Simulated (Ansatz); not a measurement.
Start from `N[Si](O)([SiH3])Cl` and change one atom or group to get `N[Si]([SiH3])(Cl)O[SiH3]`.

Ansatz, PBE0-D4/def2-TZVP geometries, multiplicity 1. Each molecule was computed in one conformer, which needn't be the lowest.

| property | `N[Si](O)([SiH3])Cl` |
| --- | --- |
| HOMO–LUMO gap (PBE0/def2-TZVPP) / eV | 7.96 |
| LUMO energy (ωB97M-V/def2-TZVPP) / eV | 1.81 |
| LUMO energy (B3LYP/def2-TZVPP) / eV | -0.11 |
| HOMO energy (ωB97M-V/def2-TZVPP) / eV | -10.03 |
| HOMO energy (PBE/def2-TZVPP) / eV | -6.53 |
| LUMO energy (PBE0/def2-TZVPP) / eV | 0.06 |

Question: What does the change do to each property? (Estimate.)

Answer: The calculation gave: 
```csv
property,`N[Si]([SiH3])(Cl)O[SiH3]`,shift
HOMO–LUMO gap (PBE0/def2-TZVPP) / eV,7.57,-0.39
LUMO energy (ωB97M-V/def2-TZVPP) / eV,1.59,-0.22
LUMO energy (B3LYP/def2-TZVPP) / eV,-0.25,-0.14
HOMO energy (ωB97M-V/def2-TZVPP) / eV,-9.78,0.25
HOMO energy (PBE/def2-TZVPP) / eV,-6.34,0.19
LUMO energy (PBE0/def2-TZVPP) / eV,-0.06,-0.12
```

With PBE0 the HOMO rises by 0.27 eV and the LUMO falls by 0.12 eV, so the gap narrows by about 0.39 eV. PBE moves the HOMO by 0.19 eV and ωB97M-V by 0.25 eV.

Positive LUMOs are unbound, so they and the gaps depend on the basis.

B3LYP here is the variant with VWN-RPA as its local correlation; programs differ in this.
